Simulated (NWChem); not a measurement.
System: AlGeH$_{4}$F; SMILES [AlH]([GeH3])[F]

Results from NWChem. Coordinates come from a B3LYP/6-31G* (spherical d) optimisation. Ions are spin-unrestricted doublets at the neutral geometry; other ion states weren't tried. Functional: LC-ωPBE (HJS hole) with def2-SVP; rows give the range parameter ω in 1/bohr.

For range parameter (1/bohr) 0.20:

| Quantity | Result |
|---|---|
| vertical ionisation energy, ΔSCF (eV) | 9.91 |
| −ε(HOMO) (eV) | 9.21 |

Question: How do the values read with range parameter (1/bohr) 0.40 instead?

Answer: 
| Item | Result |
|---|---|
| vertical ionisation energy, ΔSCF (eV) | 10.24 |
| −ε(HOMO) (eV) | 10.43 |
